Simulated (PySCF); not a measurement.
## Polarisability and C₆ of Sn(2+) (tin, charge +2)

[Kr] 4d10 5s2, closed-shell 1S. Calculation: PySCF 2.14, in aug-cc-pVQZ-DK3; scalar relativity by spin-free X2C-1e. Coupled (time-dependent) response in atomic units; α is the mean over directions.

```
   method  mean α (bohr³)  C₆ (like pair)  S(−4)
      UHF           17.82           99.90  133.9
      PBE           14.86           80.72  87.41
     PBE0           15.55           84.95  97.27
    B3LYP           14.99           81.12  89.80
BHandHLYP           15.77           85.98  101.3
```

S(−4) is the Cauchy moment in α(ω) = α(0) + S(−4) ω² + …

α(iu) at PBE0:

```
u (hartree)  α(iu) (bohr³)
          0          15.55
     0.0500          15.31
      0.100          14.64
      0.200          12.54
      0.300          10.26
      0.500          6.872
      0.750          4.598
       1.00          3.390
       1.50          2.165
       2.00          1.539
       3.00         0.8974
       5.00         0.4048
```

A single London oscillator, α(iu) = α/(1 + u²/ω²), gives C₆ = (3/4) ω α². Matching the computed C₆ needs ω = 4 × 84.95 / (3 × 15.55²) = 0.468 hartree.

For an ion, C₆ is the dispersion term alone; charge-induced terms of lower order in 1/R come first.
